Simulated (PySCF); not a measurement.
## Ionising ZnN

PBE0; PySCF, spin-free X2C with a Gaussian nucleus, basis sets Zn x2c-SVPall, N x2c-SVPall. Neutral (UKS): quartet (σ ↑, π ↑↑), Re = 2.094 Å, ωe = 294 cm⁻¹, De = 0.25 eV, HOMO -6.06 eV, LUMO -2.48 eV.

ZnN⁺ (UKS): triplet (π ↑↑), Re = 1.980 Å, ωe = 430 cm⁻¹, De = 1.11 eV to Zn⁺ + N. The energies at the minima are -1849.85097 hartree for ZnN and -1849.54101 for ZnN⁺.

Work out the adiabatic ionisation energy, without and with harmonic zero-point energies (1 hartree = 27.2114 eV, 1 eV = 8065.5 cm⁻¹), and the change of the bond length.

At PBE0: 0.30996 hartree = 8.434 eV between the minima; the zero-point term (430.0 − 294.0)/2 cm⁻¹ = +0.008 eV makes it 8.443 eV. Re changes by -11.4 pm against the neutral. The electron leaves a σ orbital, and the shorter bond of the ion fits an antibonding orbital, or a change in how ionic the bond is.

Weak bonds: ZnN. Basis-set superposition, not corrected here, can be much of De in a small basis, most of all at correlated wavefunction levels. For an ion De counts to the pair picked by the measured ionisation energies or electron affinities, which need not be the lowest pair at this level. States were picked by a PBE0 search and need not be the measured ground states.
